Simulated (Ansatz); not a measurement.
Question: Name a neutral molecule of Al, B, C, O and H with HOMO–LUMO gap (B3LYP/def2-TZVPP) between 4.35 and 4.65 eV and ideal-gas entropy at 298 K and 1 bar (rigid rotor, harmonic PBE0-D4/def2-TZVP) between 347 and 363 J/(mol·K) (Ansatz, PBE0-D4/def2-TZVP geometry).

Answer: `BC#C[O][AlH2]` (4.38 eV, 356 J/(mol·K)). Other molecules can fit too; these were computed, each in one conformer that needn't be the lowest.

B3LYP here is the variant with VWN-RPA as its local correlation; programs differ in this.
